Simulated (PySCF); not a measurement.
System (SMILES): [SiH][SiH3] (SiH-SiH3) (closed-shell singlet).
Geometry (B3LYP-D3(BJ)/def2-TZVP, fixed):
```xyz
6

Si     0.0071     1.0500     0.8096
H     -0.4184     1.8608    -0.4081
Si     0.0198    -0.9006    -0.5838
H      0.9769    -0.6998    -1.7070
H     -1.3363    -1.1013    -1.1659
H      0.4013    -2.1512     0.1194
```

How fast the mean static polarisability converges with the basis for several methods (PySCF): deviation from each method's own reference, in %. References: HF 65.22 bohr³, the value in aug-pcseg-2; PBE 71.20 bohr³, the value in aug-pcseg-2; PBE0 68.63 bohr³, the value in aug-pcseg-2. All functions are spherical. Density fitting with generated auxiliary sets. In sets without p functions on hydrogen, species with hydrogen take exact integrals. No added dispersion term, no relativity. 

| basis | functions | HF | PBE | PBE0 |
|---|---|---|---|---|
| pcseg-0 | 34 | -14.4 | -20.2 | -17.7 |
| 6-31G | 34 | -16.0 | -20.8 | -18.9 |
| pcseg-1 | 56 | -14.0 | -15.2 | -14.3 |
| cc-pV(D+d)Z | 66 | -13.3 | -15.1 | -13.6 |
| def2-TZVP | 98 | -6.9 | -7.8 | -6.9 |
| def2-TZVPD | 122 | -0.4 | -0.6 | -0.4 |
| pcseg-2 | 124 | -9.1 | -8.9 | -8.7 |
| def2-QZVPP | 260 | -2.1 | -2.6 | -2.1 |

Mean absolute deviation over def2-TZVP, def2-TZVPD, pcseg-2: PBE0 5.3, HF 5.5, PBE 5.8 %.
